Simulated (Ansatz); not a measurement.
AlI3, 4 atoms. Hardware: 4 threads of Arm Neoverse V1 on a shared host.

In the def2 sets I takes a core potential; there is no spin–orbit coupling. Correlated methods freeze 17 core orbitals; core or outer-core shells of I are correlated, in sets that lack core-valence functions.

**Question.** How many basis functions does each of these Ansatz runs have, and roughly what does it cost? PBE0-D4/def2-SVP, charge 1 doublet at the geometry of the charge 0 singlet, energy with a search over starts; r2SCAN-D4/def2-TZVP, charge 1 doublet at the geometry of the charge 0 singlet, energy, from earlier orbitals; ωB97X-V/def2-TZVP, charge 0 singlet, energy, from earlier orbitals; r2SCAN-D4/def2-TZVP, charge 0 triplet at the geometry of the charge 0 singlet, energy, from earlier orbitals; ωB97M-V/def2-TZVP, charge 0 singlet, energy, from earlier orbitals; HF/STO-3G, charge 0 singlet, energy; RPA@PBE/def2-TZVP, charge 0 singlet, energy, from earlier orbitals; PBE-D4/def2-TZVP, charge 1 doublet at the geometry of the charge 0 singlet, energy, from earlier orbitals; HF/def2-TZVP, charge 0 singlet, energy, from earlier orbitals; PBE-D4/def2-TZVP, charge 0 singlet, energy, from earlier orbitals; PBE0-D4/def2-TZVP, charge 0 singlet, energy and forces, from earlier orbitals; LC-ωPBE/def2-TZVP, charge 0 singlet, energy, from earlier orbitals.

**Answer.** Other jobs shared the machine, so times can vary by a factor of up to 3. A dash marks memory too small to be measured apart from the calling script's.

```
                                                                                                         run  functions  fitting or Cholesky vectors  wall time  peak host memory (GiB)
                                                                         HF/STO-3G, charge 0 singlet, energy         90                          944        1 s                       –
                                           PBE-D4/def2-TZVP, charge 0 singlet, energy, from earlier orbitals        187                         1360      1.8 s                       –
                                          LC-ωPBE/def2-TZVP, charge 0 singlet, energy, from earlier orbitals        187                         1360      2.5 s                       –
                                               HF/def2-TZVP, charge 0 singlet, energy, from earlier orbitals        187                         1757      3.3 s                    0.64
   PBE-D4/def2-TZVP, charge 1 doublet at the geometry of the charge 0 singlet, energy, from earlier orbitals        187                         1360      3.3 s                       –
                               PBE0-D4/def2-TZVP, charge 0 singlet, energy and forces, from earlier orbitals        187                         1533      4.9 s                    0.63
                                          RPA@PBE/def2-TZVP, charge 0 singlet, energy, from earlier orbitals        187                         1666        6 s                       –
                                          ωB97X-V/def2-TZVP, charge 0 singlet, energy, from earlier orbitals        187                         1426        8 s                    0.74
r2SCAN-D4/def2-TZVP, charge 1 doublet at the geometry of the charge 0 singlet, energy, from earlier orbitals        187                         1360        9 s                       –
                                          ωB97M-V/def2-TZVP, charge 0 singlet, energy, from earlier orbitals        187                         1426       11 s                    0.76
PBE0-D4/def2-SVP, charge 1 doublet at the geometry of the charge 0 singlet, energy with a search over starts         96                         1160       12 s                       –
r2SCAN-D4/def2-TZVP, charge 0 triplet at the geometry of the charge 0 singlet, energy, from earlier orbitals        187                         1360       25 s                    0.58
```
